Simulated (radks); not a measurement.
Valence configurations of Sn I (all share [Kr]). Method: scalar-relativistic Kohn-Sham, PBE, spin-unpolarised, spherical densities, finite nucleus; Fermi nuclear charge, rms radius 4.6519 fm; computed with a radial shooting solver on a logarithmic mesh with Libxc functionals. Energies are relative to 4d10 5s2 5p2; eigenvalues in eV.

[
 {"valence": "4d10 5s2 5p2", "E (eV)": "0.000", "e(4d)": "-25.840", "e(5p)": "-3.694", "e(5s)": "-10.549"},
 {"valence": "4d10 5s1.5 5p2.5", "E (eV)": "3.458", "e(4d)": "-26.593", "e(5p)": "-4.014", "e(5s)": "-10.993"},
 {"valence": "4d10 5s1 5p3", "E (eV)": "6.977", "e(4d)": "-27.318", "e(5p)": "-4.317", "e(5s)": "-11.414"},
 {"valence": "4d9.5 5s2 5p2.5", "E (eV)": "11.651", "e(4d)": "-28.721", "e(5p)": "-4.251", "e(5s)": "-11.534"},
 {"valence": "4d10 5p4", "E (eV)": "14.184", "e(4d)": "-28.698", "e(5p)": "-4.884", "e(5s)": "-"},
 {"valence": "4d9.5 5s1.5 5p3", "E (eV)": "15.321", "e(4d)": "-29.435", "e(5p)": "-4.552", "e(5s)": "-11.948"},
 {"valence": "4d9 5s2 5p3", "E (eV)": "24.466", "e(4d)": "-31.589", "e(5p)": "-4.792", "e(5s)": "-12.484"},
 {"valence": "4d8.5 5s2 5p3.5", "E (eV)": "38.444", "e(4d)": "-34.450", "e(5p)": "-5.321", "e(5s)": "-13.404"},
 {"valence": "4d9 5p5", "E (eV)": "40.249", "e(4d)": "-34.206", "e(5p)": "-5.873", "e(5s)": "-"},
 {"valence": "4d8 5s2 5p4", "E (eV)": "53.588", "e(4d)": "-37.305", "e(5p)": "-5.841", "e(5s)": "-14.300"}
]

NIST lists [Kr] 4d10 5s2 5p2 as the ground configuration; this level of theory agrees among the configurations tried. The energies are those of spherical spin-averaged densities, not of single terms.
